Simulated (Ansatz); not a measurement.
```yaml
crystal:
  periodic: [false, false, false]
  atoms:
    - {symbol: Be, position_ang: [-0.008063, 0.006269, -0.988906]}
    - {symbol: C, position_ang: [0.002810, -0.000393, 0.682918]}
    - {symbol: H, position_ang: [-0.440518, 0.911238, 1.096623]}
    - {symbol: H, position_ang: [1.021447, -0.073554, 1.077972]}
    - {symbol: H, position_ang: [-0.562199, -0.847346, 1.086007]}
    - {symbol: Br, position_ang: [-0.013457, 0.003786, -2.954604]}
basis:
  gaussian: {orbitals: def2-mTZVPP}
total_charge: -1
magnetization: {spin_polarized: true, initial_magnetization: 1}
hamiltonian: {xc: {name: r2SCAN}}
correlation: {method: rpa}
scf: {omitted_lower_state_checks: [starts]}
```

```sh
$ ansatz run in.yaml --threads 4 --pin off --events-out ev --progress --plain --max-ram 3916MiB
```

Output, abridged:

```
Functional definition: r2SCAN
  name "r2SCAN"
  cite "Furness, Kaplan, Ning, Perdew & Sun, J. Phys. Chem. Lett. 11, 8208 (2020) doi:10.1021/acs.jpclett.0c02405"
  cite "Furness, Kaplan, Ning, Perdew & Sun, J. Phys. Chem. Lett. 11, 9248 (2020) doi:10.1021/acs.jpclett.0c03077"
  parent r2scan
  parameter k0 = 0.174
  parameter k1 = 0.065
  parameter a1 = 4.9479
  exchange = r2scan_x(k0 = k0, k1 = k1, a1 = a1)
  correlation = r2scan_c
these checks for a lower state are left out or cut short: starts
789 factors; integrals over basis functions are off by at most 9.4e-4 eV
mean field evaluation 1: about -71529.8111 eV, gradient 2.8e1 eV
mean field evaluation 2: about -71529.7955 eV, gradient 2.8e1 eV
mean field evaluation 4: about -71533.4544 eV, gradient 2.5e0 eV
mean field evaluation 8: about -71533.4990 eV, gradient 1.3e-1 eV
mean field evaluation 16: about -71533.4991 eV, gradient 1.7e-4 eV
mean field -71533.49912904 eV, -2628.8076058450 hartree, gradient 5.2e-6 eV, S^2 0.750501; 0 other end points of the search recorded, 0 dependent functions left out
10 core orbitals not correlated: weight in the atoms' cores, before any rotation towards them, 1.000 or more for the frozen orbitals, at most 0.000 for the correlated occupied ones
reference -71475.80674403 eV, -2626.6874498013 hartree; 15, 14 occupied and 56, 57 virtual orbitals, 789 factors
Total energy: -71493.67703691 eV, -2627.3441709518 hartree
Checks for a lower state left out: starts
```

It took 2.8 s on 4 threads of Arm Neoverse V1 on a shared host.

Correlated methods freeze 10 core orbitals; core or outer-core shells of Br are correlated, in sets that lack core-valence functions. The highest occupied level of an anion often lies above zero with these methods, and sets without diffuse functions describe the outer electron poorly.
